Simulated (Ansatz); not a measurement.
Consider the atomization: `O[CH2][GeH3]` → C• + Ge• + 6 H• + O•.

Gas-phase electronic energies from Ansatz, PBE0-D4/def2-TZVP geometries. CCSD(T)/CBS is the MP2 limit (def2-TZVPP, def2-QZVPP) plus CCSD(T) − MP2 in def2-TZVPP, frozen cores. This one scheme is used for every species, atoms too. DFT in def2-TZVPP. No spin–orbit coupling; open shells (•) take unrestricted orbitals. Spin–orbit coupling would lower the free atoms: a little for C, O; clearly for Ge. Bonds to Ge are less sure, by a few kJ/mol each and by 10 to 20 or more in all where they break to atoms, as the def2 sets lack core-valence functions. Scalar relativity is left out up to krypton. Each species was taken in one conformer, which may not be the lowest.

`O[CH2][GeH3]`:

Z-matrix (Å, degrees):
```
C
Ge 1 1.968
O 1 1.415 2 108.0
H 1 1.098 2 108.5 3 -121.7
H 1 1.098 2 108.5 3 121.7
H 2 1.536 1 110.0 3 -60.7
H 2 1.540 1 108.6 3 179.8
H 2 1.536 1 110.0 3 60.2
H 3 0.960 1 108.8 2 180.0
```

| level | ΔE (kJ/mol) |
| --- | --- |
| BLYP-D4 | 2858.2 |
| B97M-V | 2892.8 |
| PBE0-D4 | 2858.6 |
| r2SCAN0-D4 | 2839.7 |
| B2PLYP | 2845.2 |
| HF/def2-SVP | 2074.5 |
| MP2/def2-QZVPP | 2875.8 |
| MP2/CBS(def2) | 2902.2 |

(1) What does CCSD(T)/CBS give? (An estimate is asked.)

Largest T1 diagnostic among the species: 0.011.

Results:

(1) Ansatz gave: +2895.2 kJ/mol. The listed levels differ from it by -37.0, -2.4, -36.6, -55.5, -50.0, -820.7, -19.4, 7.0 kJ/mol.

From BLYP to BHLYP (50 % exact exchange), in def2-TZVPP and without D4, ΔE moves by −50.3 kJ/mol: exact exchange takes away binding that semilocal exchange gives to molecules. Leaving LDA and LC-ωPBE aside and taking each functional with its dispersion term where it has one, the values, not all of them listed here, spread over 106.5 kJ/mol, from BHLYP-D4 to PBE-D4. LDA lies +404.8 kJ/mol from PBE without D4, its usual overbinding.

For atomizations the MP2-based limit and the directly extrapolated one differ by several kJ/mol either way, and by 10 to 25 for some Ge, Se and Sn compounds, so smaller differences from it don't rank the levels.
